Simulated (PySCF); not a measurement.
bicarbonate (CHO3), SMILES O=C([O-])O, charge -1. Atoms are numbered in the order given.

```xyz
5

O      0.7645     1.0388     0.0000
C     -0.0666    -0.1593     0.0000
O     -1.3034     0.0876     0.0000
O      0.5776    -1.2248     0.0000
H      0.0896     1.7427     0.0000
```
Charge -1, spin multiplicity 1.

Geometry optimised at PBE-D3(BJ)/def2-SVPD. Other conformers were not sampled.

All values below come from PySCF with M06-2X/def2-TZVPD.

The molecule is in vacuum.

The total energy comes out as -264.47800 hartree, the point group is Cs and the highest occupied level is -3.38 eV. The lowest empty level is 3.95 eV and the orbital gap is 7.34 eV. The dipole moment about the centre of nuclear charge is 2.67 D and the mean static polarisability comes out as 33.6 bohr³ (4.99 Å³). The polarisability, principal values is 24.7, 36.2, 40.0 bohr³.
